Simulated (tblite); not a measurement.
Compound: C₆H₁₀O (charge +1 and doublet state).
Atom-mapped SMILES: `[CH2+:1][CH:2][C@@H:3]1[CH2:4][C@H:5]1[O:6][CH3:7]` (hydrogens: H8, H9 on C1; H10 on C2; H11 on C3; H12, H13 on C4; H14 on C5; H15, H16, H17 on C7)

Structure used (GFN2-xTB), in Å, numbered top down from 1:
```xyz
17
C6H10O angstrom
C      2.5464    0.6716   -0.8540
C      1.5963   -0.2761   -0.7156
C      0.8563   -0.4552    0.4962
C      0.0293   -1.6627    0.7908
C     -0.8024   -0.5314    0.3128
O     -1.4764    0.1972    1.1858
C     -2.3563    1.2096    0.7523
H      3.1386    0.7457   -1.7503
H      2.7672    1.3732   -0.0654
H      1.3860   -0.9538   -1.5336
H      1.1330    0.1683    1.3382
H      0.1243   -2.5049    0.1189
H     -0.0778   -1.9227    1.8352
H     -1.1075   -0.4867   -0.7311
H     -3.2390    1.1611    1.3937
H     -2.6413    1.0927   -0.2946
H     -1.8839    2.1861    0.9040
```

Computed with GFN2-xTB (tblite): harmonic, unscaled wavenumbers at the GFN2-xTB geometry, gas phase. The method is semi-empirical: single wavenumbers can be off by several per cent or more. One conformer, not necessarily the lowest. Open shells enter through the occupations alone, without spin polarisation, and single modes of such species can be off by tens of per cent.

Harmonic wavenumbers (cm⁻¹): 62.6, 85.9, 140.9, 177.7, 236.2, 317.6, 346.9, 414.2, 480.5, 524.8, 606.3, 854.3, 877.7, 891.8, 912.3, 931.9, 953.9, 1007.3, 1011.6, 1046.6, 1073.1, 1084.5, 1112.4, 1193.6, 1212.7, 1242.7, 1266.3, 1303.4, 1336.2, 1382.0, 1389.0, 1395.8, 1422.3, 1428.2, 1551.7, 2942.2, 2986.6, 2989.7, 3001.1, 3049.9, 3065.0, 3071.3, 3100.7, 3101.5, 3141.9.

A = 4866, B = 1539, C = 1273 MHz; mass 98.073 u (most abundant isotopes); point group C1, symmetry number 1; spin multiplicity 2.

What is the zero-point energy?

½Σν̃ = 30862 cm⁻¹ = 88.24 kcal/mol.

Give the ideal-gas entropy at 350 K and 1 bar in the rigid-rotor, harmonic-oscillator model (classical rotation).

Translation 40.48, rotation 28.39, vibration 26.09, spin (R ln 2) 1.38: S = 96.3 cal/(mol K).

And Cp and H(350 K) − H(0)?

Cp = 36.83 cal/(mol K), of which vibrations give 28.88 (their classical limit is 45 R = 89.4); H(350 K) − H(0) = 7.68 kcal/mol without the zero-point energy, 4.90 from vibrations.

What must be added to the electronic energy to get the Gibbs energy at 350 K and 1 bar?

ZPE + [H(350 K) − H(0)] − T·S = 88.24 + 7.68 − 33.72 = 62.20 kcal/mol.

Which modes carry the vibrational entropy at 350 K?

62.6 cm⁻¹: 4.69; 85.9 cm⁻¹: 4.07; 140.9 cm⁻¹: 3.10; 177.7 cm⁻¹: 2.65; 236.2 cm⁻¹: 2.12; 317.6 cm⁻¹: 1.59 cal/(mol K); the other 39 give 7.86 together.

How do the functions run with temperature in this model?

```
T (K)  S (cal/(mol K))  Cp (cal/(mol K))  H − H(0) (kcal/mol)  G − H(0) (kcal/mol)  ln q(vib)
  100             66.3              16.1                 1.17                -5.46       1.14
  200             79.8              23.7                 3.16               -12.80       3.10
  300             91.0              32.3                 5.95               -21.35       5.08
  500            111.6              49.0                14.15               -41.65       9.13
  800            138.5              65.1                31.49               -79.28      15.21
 1000            153.8              72.1                45.25              -108.53      19.07
```

q(vib) and H(0) count from the zero-point level.

Hindered rotation and anharmonicity are outside this model. Other conformers, if any are populated, would add a mixing term that is left out. The structure is chiral; the term R ln 2 for an equal mix with its mirror image is left out.
